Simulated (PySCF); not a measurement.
What builds the second ionisation energy along group 14

All values are computed (PySCF 2.14, energy differences of UHF-based or UKS calculations, no spin-orbit coupling). Each column adds one step, in eV (sums use unrounded values): valence MP2, valence CCSD, valence triples, then the next inner shell at CCSD(T) (C 1s, Si 2s 2p, Pb 5s 5p 5d). References (NIST) marked * lie between the lowest fine-structure levels; the others compare directly ((s) semi-empirical, (t) theoretical).

```
                                                                                                      element     UHF  + MP2  + CCSD  + (T)  + inner shell     sum  reference
                                                    C [He] 2s2 2p1 → [He] 2s2 (def2-QZVPPD, non-relativistic)  24.173  0.247  -0.175  0.034          0.042  24.322     24.378
                                                   Si [Ne] 3s2 3p1 → [Ne] 3s2 (def2-QZVPPD, non-relativistic)  15.846  0.293   0.102  0.033         -0.004  16.269     16.322
Pb [Xe] 4f14 5d10 6s2 6p1 → [Xe] 4f14 5d10 6s2 (def2-QZVPPD with the def2 core potential (60 electrons), ECP)  13.211  0.211   0.045  0.013          0.186  13.665     13.869
```

What remains against the references is mostly basis incompleteness.

These are valence bases, so the inner-shell step is incomplete.
